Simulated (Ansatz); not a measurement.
Born–Oppenheimer molecular dynamics of ClH3O3Zr (8 atoms, charge 0, multiplicity 1). It starts from a relaxed structure.

These are results of Ansatz 0.2.0, RHF/def2-SVP, not measurements.

```yaml
ensemble: NVE (velocity Verlet)
time_step: 0.5 fs
steps_asked: 100
starting_velocities_drawn_for: 1500 K
seed: 473145
```

First frame:

```xyz
8
Properties=species:S:1:pos:R:3
Zr -0.224 -0.253 -0.030
O -0.358 -0.214 1.882
H -0.418 -0.178 2.818
O 1.618 -0.283 -0.558
H 2.524 -0.285 -0.807
O -1.097 1.281 -0.777
H -1.519 2.042 -1.132
Cl -1.310 -2.253 -0.854
```

Problem. How far do the bonds stretch over the last three quarters of this one trajectory? (Pairs bonded in most of those frames.)

Solution. 
```tsv
bond	mean (Å)	spread (Å)	shortest	longest
Zr1–O2	1.936	0.088	1.83	2.07
Zr1–O4	1.937	0.079	1.83	2.07
Zr1–O6	1.926	0.015	1.90	1.95
Zr1–Cl8	2.542	0.050	2.41	2.59
O2–H3	0.949	0.005	0.94	0.96
O4–H5	0.944	0.007	0.93	0.95
O6–H7	0.944	0.015	0.92	0.97
```

Mean temperature of the second half: 789 K. The conserved energy stayed within 0.17 meV per atom of its start (net change 0.051 meV per atom), so the integration is sound. A run of 0.05 ps of so small a system gives no equilibrium averages.

The run took 3.7 min on 1 thread of Arm Neoverse V2, on a shared host, peak memory 0.21 GiB.
